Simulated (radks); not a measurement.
Values are calculated unless marked as measured or tabulated.
Question: Ionisation of neutral tin, [Kr] 4d10 5s2 5p2, to Sn+, [Kr] 4d10 5s2 5p1, under several functionals. Dirac Kohn-Sham, spin-unpolarised, spherical densities, finite nucleus; open shells fill j = l - 1/2 first; a radial shooting solver on a logarithmic mesh with Libxc functionals. The NIST Atomic Spectra Database gives 7.344 eV (measured). Rank these functionals by the error of their Delta-SCF ionisation energy: BLYP; RPBE; PBE; exchange-only PBE; XLYP; HCTH/407.

Answer: From best to worst: HCTH/407 7.173 eV (-0.171); PBE 7.095 eV (-0.249); XLYP 7.049 eV (-0.294); BLYP 7.025 eV (-0.319); RPBE 7.020 eV (-0.324); exchange-only PBE 6.385 eV (-0.959). Spin polarisation and multiplet splitting are left out, so open shells lie too high by an amount that depends on their filling.

Beside tabulated values, note that spin-unpolarised runs miss the spin-polarisation part of the exchange energy of open shells.
